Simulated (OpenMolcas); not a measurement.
Mn3+ (d4) among equal point charges was computed by CASSCF with the d shell active (OpenMolcas, ANO-RCC-VDZP on the metal). Its lowest spin-free states, and all those of the highest spin:

```json
{"2S+1": "5", "Degeneracy": "2", "E (cm-1)": "0.0"}
{"2S+1": "5", "Degeneracy": "1", "E (cm-1)": "2026"}
{"2S+1": "5", "Degeneracy": "2", "E (cm-1)": "2363"}
{"2S+1": "3", "Degeneracy": "2", "E (cm-1)": "22584"}
{"2S+1": "3", "Degeneracy": "1", "E (cm-1)": "22691"}
{"2S+1": "3", "Degeneracy": "2", "E (cm-1)": "23668"}
{"2S+1": "3", "Degeneracy": "2", "E (cm-1)": "24778"}
{"2S+1": "3", "Degeneracy": "1", "E (cm-1)": "24844"}
{"2S+1": "3", "Degeneracy": "1", "E (cm-1)": "24868"}
{"2S+1": "3", "Degeneracy": "2", "E (cm-1)": "24928"}
{"2S+1": "3", "Degeneracy": "2", "E (cm-1)": "26939"}
{"2S+1": "3", "Degeneracy": "1", "E (cm-1)": "27076"}
```

Q: Is the site octahedral, tetrahedral or cube-like, axial, or of lower symmetry?

A: The states with 2S+1 = 5 have orbital degeneracies 2, 1, 2. There are pairs but no triples, so the site is axial: not cubic, but with a proper or improper axis of order three or more. The run had Mn3+ among 6 point charges of -0.75 e arranged as a trigonal antiprism (D3d), 1.8 Å from the ion, with a polar angle of 53.6° against the regular 54.74°.

An orbital doublet at a regular site is open to a Jahn-Teller distortion, which this geometry leaves out. Without dynamic correlation the repulsion within the d shell is too large (B by tens of per cent), so at a given field states of lower spin stand too high. The ground term spreads over less than 5000 cm-1, several times less than with real ligands, so orbital moments are less quenched and χT lies further from the spin-only value than at real sites. This is an electrostatic model: the charges have no orbitals. No measured value stands beside these numbers.
